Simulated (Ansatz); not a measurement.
Computed with Ansatz on PBE0-D4/def2-TZVP structures; ΔE is electronic, products minus reactants. CBS: MP2 limit from def2 TZ/QZ plus the TZ coupled-cluster correction, frozen cores. DFT in def2-TZVPP. For Ge outer-core shells are correlated without core-valence functions, which leaves a few kJ/mol of doubt a bond. Scalar relativity is left out up to krypton. Each species was taken in one conformer, which may not be the lowest.

Consider the cleavage of the Ge–Ge bond: `[F][GeH]([Cl])[GeH3]` + silanol → `[F][GeH]([Cl])[O][SiH3]` + GeH₄.

Question: Is it downhill or uphill in electronic energy at CCSD(T)/CBS, and by how much? (An estimate is asked.)

Answer: Ansatz gave: Downhill: ΔE = -6.7 kcal/mol.

Question: What do these levels give: LDA (SPW92), r2SCAN0-D4, PBE-QIDH, MP2/def2-SVP, MP2/def2-QZVPP, CCSD/CBS(def2)? (Best estimate.)

Answer: The calculation gave: LDA (SPW92) -3.4, r2SCAN0-D4 -6.5, PBE-QIDH -6.8, MP2/def2-SVP -13.1, MP2/def2-QZVPP -7.6, CCSD/CBS(def2) -6.8 kcal/mol.

Largest T1 diagnostic among the species: 0.012.

In def2-TZVPP, CCSD(T) changes the Hartree–Fock value by +3.4 kcal/mol (the triples alone add +0.1 kcal/mol) and MP2 by +3.2 kcal/mol. From PBE to PBE0 (25 % exact exchange), in def2-TZVPP and without D4, ΔE moves by −1.5 kcal/mol.
